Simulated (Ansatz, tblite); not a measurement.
Forces on OsO₂⁻ at its PBE0-D4/def2-TZVPD geometry. Charge -1, multiplicity 2.

In the def2 sets Os takes a core potential; there is no spin–orbit coupling. The xTB rows come from tblite. At LDA (SPW92)/def2-TZVPD the highest occupied level of the charge -1 doublet lies above zero (up to 0.19 eV). By energy differences its removal costs 2.78 eV (vertical, to the charge 0 triplet, at PBE0-D4/def2-TZVPD). The structure comes from a short search, and lower isomers may exist.

GFN1-xTB (tblite), largest force 0.30 eV/Å:

```xyz
3
positions Å, forces eV/Å
Os   -0.115   -0.229   -0.131    0.105    0.208    0.119
O     1.015   -0.891    0.981    0.105   -0.269    0.091
O    -0.900    1.119   -0.850   -0.210    0.061   -0.210
```

GFN2-xTB (tblite), largest force 2.30 eV/Å:

```
Os 0.919 1.829 1.046
O -1.436 0.110 -1.456
O 0.517 -1.938 0.410
```

LDA (SPW92)/def2-TZVPD (Ansatz), largest force 0.28 eV/Å:

```
Os -0.111 -0.220 -0.126
O 0.166 -0.006 0.169
O -0.055 0.226 -0.043
```
